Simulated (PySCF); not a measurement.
Species: CFN2O2S (charge -1).
Structure used (PBE0-D3(BJ)/def2-SVP), in Å, numbered top down from 1:
```xyz
7
CFN2O2S angstrom
N      2.6976    0.2406    0.1875
C      1.5671    0.4732   -0.0105
N      0.3375    0.8487   -0.2841
S     -0.8751   -0.0898    0.0762
O     -0.7181   -0.9179    1.2612
O     -2.1228    0.6131   -0.1383
F     -0.8520   -1.1971   -1.1420
```

Computed with PySCF at PBE0/pcSseg-1, non-relativistic, on one gas-phase PBE0-D3(BJ)/def2-SVP geometry that isn't relaxed in the solvent. The solvent is an IEF-PCM continuum (Bondi radii, 1.10 Å for H, scaled by 1.2). Specific hydrogen bonds and non-electrostatic terms are outside this model.

```tsv
run	E − E(gas) (kJ/mol)	HOMO (eV)	HOMO–LUMO gap (eV)
gas	0.00	-3.01	8.08
P	-214.15	-7.39	8.16
Q	-173.33	-6.58	8.14
```

The runs were made in chloroform and methanol. Which run belongs to which solvent?

P = methanol, Q = chloroform. The dielectric constants are 4.711 (chloroform), 32.61 (methanol), and the energy falls further as ε rises. In this model the ground state sees the solvent through ε alone.

How constant is the ratio of the lowering to 1 − 1/ε?

| solvent | 1 − 1/ε | E − E(gas) (kJ/mol) | ratio (kJ/mol) | polarisation term (kJ/mol) |
| --- | --- | --- | --- | --- |
| chloroform | 0.788 | -173.33 | -220.0 | -173.67 |
| methanol | 0.969 | -214.15 | -220.9 | -214.80 |

The ratio changes by +0.4 % in size from chloroform to methanol. The polarisation term is half the interaction of the solute with the induced surface charges.
